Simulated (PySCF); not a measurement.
SMILES [SiH2](F)[SiH2]Cl (H4ClFSi2) (B3LYP/def2-SVP optimised geometry):

```
8

Si     1.185     0.072     0.000
F      1.704    -1.473    -0.113
Si    -1.170     0.072     0.000
Cl    -1.840    -0.888     1.730
H      1.718     0.658     1.261
H      1.715     0.829    -1.171
H     -1.718    -0.643    -1.186
H     -1.682     1.473     0.000
```

Method: B3LYP/def2-TZVP (PySCF).

Question: What are the frontier orbital energies and the dipole moment?

Answer: HOMO-2 -9.64 eV, HOMO-1 -8.87 eV, HOMO -8.10 eV, LUMO -1.25 eV, LUMO+1 -0.77 eV; dipole moment 2.04 D.

On the same geometry PBE/def2-TZVP run with PySCF gives HOMO-2 -8.43 eV, HOMO-1 -7.75 eV, HOMO -7.07 eV, LUMO -1.94 eV, LUMO+1 -1.46 eV; dipole moment 1.88 D.

Meta-Löwdin charges at B3LYP/def2-TZVP: Si1 0.73, F2 -0.51, Si3 0.45, Cl4 -0.30, H5 -0.10, H6 -0.10, H7 -0.08, H8 -0.09.
